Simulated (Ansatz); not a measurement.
```xyz
2

N     0.0000    0.0000   -0.1204
H     0.0000    0.0000    0.8427
```

Basis set: def2-TZVP (spherical functions). Frozen core: 1 orbital. Charge 0, multiplicity 3.

Computed with Ansatz (development build ahead of 0.2.0); each method stands on the lowest determinant of its kind that the runs found.

The atomization energy at this shape (free ground-state atoms in the same class of orbitals less the molecule, no zero-point energy) of triplet NH:

| method | atomization energy |
| --- | --- |
| UHF | 203.2 kJ/mol |

Task: What does UHF-MP2 give?

Result: 299.8 kJ/mol.
